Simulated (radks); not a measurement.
Question: Radial electron density D(r) = 4 pi r^2 rho(r) of an atom or ion with 6 electrons. Method: Dirac Kohn-Sham, BLYP, spin-unpolarised, spherical densities, finite nucleus; Fermi nuclear charge, rms radius of each element as measured or else 0.836 A^(1/3) + 0.57 fm; computed with a radial shooting solver on a logarithmic mesh with Libxc functionals.

r (bohr),D(r) (e/bohr)
0.01363,0.8457
0.01513,1.013
0.01665,1.194
0.01848,1.421
0.02034,1.665
0.02257,1.968
0.02484,2.288
0.02757,2.681
0.03035,3.089
0.03367,3.580
0.03706,4.080
0.04113,4.668
0.04527,5.249
0.05023,5.910
0.05529,6.538
0.06135,7.220
0.06753,7.831
0.07494,8.447
0.08249,8.946
0.09153,9.380
0.1007,9.652
0.1118,9.779
0.1231,9.721
0.1365,9.457
0.1503,9.029
0.1668,8.384
0.1836,7.654
0.2037,6.772
0.2242,5.933
0.2488,5.072
0.2739,4.388
0.3039,3.826
0.3345,3.510
0.3712,3.397
0.4086,3.487
0.4533,3.744
0.499,4.060
0.5537,4.399
0.6095,4.630
0.6763,4.719
0.7444,4.615
0.826,4.292
0.9093,3.825
1.009,3.193
1.111,2.558
1.232,1.888
1.356,1.340
1.505,0.8588
1.657,0.5301
1.838,0.2890
2.024,0.1518
2.245,0.06843
2.472,0.02956
2.743,0.01048
3.019,0.003536

What is the nuclear charge?

Answer: Z = 9. The innermost maximum, from 1s, lies near gamma/Z bohr with gamma = sqrt(1 - (Z/c)^2) = 0.998, here 0.111 bohr (found: 0.114), and its height grows with Z. The density is that of the fluorine ion F3+ in [He] 2s2 2p2; the configuration itself is not fixed sharply by these data. D(r) has 2 maxima, at r = 0.114, 0.671 bohr, and minima at 0.371 bohr, inside which lie 2.18 electrons.
